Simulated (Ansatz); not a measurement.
CH$_{9}$BSSi$_{2}$ at its PBE0-D4/def2-TZVP geometry, where that method's forces vanish. Charge 0, multiplicity 1. The bonds changed during the relaxation, so this is another structure than the one it started from.

| atom | x (Å) | y (Å) | z (Å) |
| --- | --- | --- | --- |
| B1 | -1.635 | 0.192 | -1.824 |
| Si2 | -0.913 | 0.540 | -0.048 |
| S3 | 0.359 | 0.666 | -1.926 |
| C4 | -0.209 | -0.721 | 1.132 |
| Si5 | 1.647 | -0.606 | 1.384 |
| H6 | -2.296 | 0.997 | -2.406 |
| H7 | -1.686 | -0.969 | -2.119 |
| H8 | -0.813 | 1.898 | 0.550 |
| H9 | 0.259 | 2.004 | -2.003 |
| H10 | -0.700 | -0.557 | 2.099 |
| H11 | -0.477 | -1.727 | 0.798 |
| H12 | 2.037 | 0.806 | 1.643 |
| H13 | 2.357 | -1.088 | 0.173 |
| H14 | 2.071 | -1.434 | 2.546 |

Q: For each bond, give half the difference of the two atoms' forces along it (eV/Å; positive pushes the atoms apart) under PBE-D4, r2SCAN-D4, B3LYP-D4, ωB97M-V in def2-TZVPP. (An estimate is asked.)

A: The calculation gave: 
```csv
bond,length (Å),PBE-D4,r2SCAN-D4,B3LYP-D4,ωB97M-V
B1–Si2,1.948,-0.01,0.05,0.15,0.07
B1–S3,2.052,0.04,0.11,0.33,0.18
B1–H6,1.194,0.05,-0.06,-0.14,-0.12
B1–H7,1.199,0.07,-0.04,-0.13,-0.11
Si2–S3,2.272,0.17,0.08,0.27,0.11
Si2–C4,1.865,0.03,0.01,0.06,0.04
Si2–H8,1.487,0.08,-0.02,-0.13,-0.14
S3–H9,1.344,0.26,0.01,-0.06,-0.11
C4–Si5,1.876,0.00,0.02,0.13,0.08
C4–H10,1.097,0.11,-0.01,-0.06,-0.05
C4–H11,1.094,0.11,-0.01,-0.06,-0.04
Si5–H12,1.487,0.07,-0.02,-0.07,-0.09
Si5–H13,1.485,0.07,-0.02,-0.08,-0.10
Si5–H14,1.488,0.07,-0.03,-0.10,-0.13
```

B3LYP here is the variant with VWN-RPA as its local correlation; programs differ in this.

Program: Ansatz 0.2.0.
